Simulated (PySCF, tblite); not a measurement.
Isomers of C5H6F2O, one GFN2-xTB conformer each. Single-point energies are computed at PBE0/pcSseg-1 (PySCF, gas phase, no added dispersion term), electronic only.

Task: Rank them by PBE0/pcSseg-1 energy, lowest first (kcal/mol).
A. `[CH2:1]=[CH:2][CH2:3][C@H:4]([F:5])[C:6](=[O:7])[F:8]` with C1–C2–C3–C4 -121°, C2–C3–C4–F5 -176°, C3–C4–C6–O7 -87°
B. `[CH2:1]=[C:2]([CH:3]=[O:4])[C@H:5]([F:6])[CH2:7][F:8]` with C1–C2–C3–O4 179°, C1–C2–C5–F6 16°, C2–C5–C7–F8 45°
C. `[CH2:1]=[CH:2][O:3][C:4](=[CH2:5])[CH:6]([F:7])[F:8]` with C1–C2–O3–C4 -16°, C2–O3–C4–C5 133°, O3–C4–C6–F7 121°

Result: A (0.0), B (12.0), C (28.7).

As drawn, the lowest has a C=O bond, which the highest lacks; the highest has two fluorines on one carbon, which the lowest lacks. GFN2-xTB itself gives, in the same order: 0.0, 7.8, 11.6. Both levels put the same isomer lowest; measured from each level's own lowest isomer, the values differ by up to 17.1 kcal/mol (C=COC(=C)C(F)F: 11.6 against 28.7).

Task: Which frontier levels, dipoles and rotational constants go with these structures?

Result: 
| SMILES | HOMO (eV, PBE0/pcSseg-1) | LUMO (eV) | dipole (D) | A, B, C (MHz) |
| --- | --- | --- | --- | --- |
| C=CC[C@H](F)C(=O)F | -8.03 | -0.85 | 2.61 | 2750, 1606, 1214 |
| C=C(C=O)[C@H](F)CF | -7.93 | -2.11 | 1.39 | 2457, 1722, 1422 |
| C=COC(=C)C(F)F | -7.17 | -0.56 | 1.59 | 3021, 1609, 1312 |

Task: What happens when harmonic zero-point energies from GFN2-xTB frequencies are added?

Result: 
```json
{"SMILES": "C=CC[C@H](F)C(=O)F", "ZPE (kcal/mol)": "62.6", "electronic (kcal/mol)": "0.0", "with ZPE (kcal/mol)": "0.0"}
{"SMILES": "C=C(C=O)[C@H](F)CF", "ZPE (kcal/mol)": "62.2", "electronic (kcal/mol)": "12.0", "with ZPE (kcal/mol)": "11.6"}
{"SMILES": "C=COC(=C)C(F)F", "ZPE (kcal/mol)": "62.1", "electronic (kcal/mol)": "28.7", "with ZPE (kcal/mol)": "28.2"}
```

The zero-point energies span 0.5 kcal/mol. The order is unchanged.
